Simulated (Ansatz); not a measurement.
Reaction (ligand exchange at a B–N bond): `CBN(C)[SiH3]` + H–F → `CBF` + `CN[SiH3]`

Calculated with Ansatz (gas phase, PBE0-D4/def2-TZVP geometries, no zero-point term in ΔE). CCSD(T)/CBS adds triple-zeta CCSD(T) − MP2 to the extrapolated MP2 energy (def2 sets, frozen cores). This one scheme is used for every species. DFT in def2-TZVPP. B3LYP here is the variant with VWN-RPA as its local correlation; programs differ in this. One conformer a species, not always the lowest.

`CBN(C)[SiH3]`:

Cartesian coordinates in Å:
```
C -1.132 -1.931 0.171
B -0.927 -0.465 -0.345
N 0.168 0.369 -0.056
C 1.295 -0.019 0.782
Si 0.274 1.987 -0.707
H -2.095 -2.003 0.688
H -0.365 -2.336 0.834
H -1.219 -2.605 -0.690
H -1.773 0.011 -1.057
H 2.232 -0.003 0.215
H 1.408 0.664 1.630
H 1.157 -1.024 1.177
H -0.919 2.276 -1.532
H 0.380 2.964 0.413
H 1.514 2.115 -1.522
```

H–F:

Cartesian coordinates in Å:
```
F 0.034 0.404 -0.216
H -0.034 -0.404 0.216
```

`CBF`:

Z-matrix (Å, degrees):
```
C
B 1 1.553
H 1 1.096 2 109.6
H 1 1.091 2 114.0 3 122.5
H 1 1.096 2 109.7 3 -114.9
F 2 1.327 1 120.6 3 -122.2
H 2 1.202 1 123.5 3 57.8
```

`CN[SiH3]`:

```xyz
10

C     1.247    0.549   -0.312
N     0.136   -0.351   -0.537
Si   -1.274   -0.358    0.441
H     1.805    0.718   -1.237
H     0.869    1.521    0.015
H     1.953    0.197    0.452
H     0.399   -1.215   -0.983
H    -1.848    1.014    0.456
H    -1.060   -0.749    1.868
H    -2.227   -1.326   -0.163
```

| level | ΔE (kJ/mol) |
| --- | --- |
| B3LYP-D4 | -18.0 |
| SCS-MP2/def2-TZVPP | -13.4 |

(1) What does CCSD(T)/CBS give? (Best estimate.)

Largest T1 diagnostic among the species: 0.012.

Results:

(1) Ansatz gave: -7.5 kJ/mol. The listed levels differ from it by -10.5, -5.9 kJ/mol.

The D4 term adds +13.2 kJ/mol with B3LYP and +7.5 kJ/mol with PBE0; it sums over pairs of atoms, weighted by their polarisabilities, and B3LYP, whose exchange is more repulsive, gets the larger term. In def2-TZVPP, CCSD(T) changes the Hartree–Fock value by +37.0 kJ/mol (the triples alone add +5.3 kJ/mol) and MP2 by +41.6 kJ/mol. At CCSD(T), def2-SVP lies −13.4 kJ/mol from the extrapolated value and def2-TZVPP −2.1 kJ/mol.

CCSD(T)/CBS has its own doubt, a few kJ/mol and more with outer-core shells, so smaller differences from it don't rank the levels.
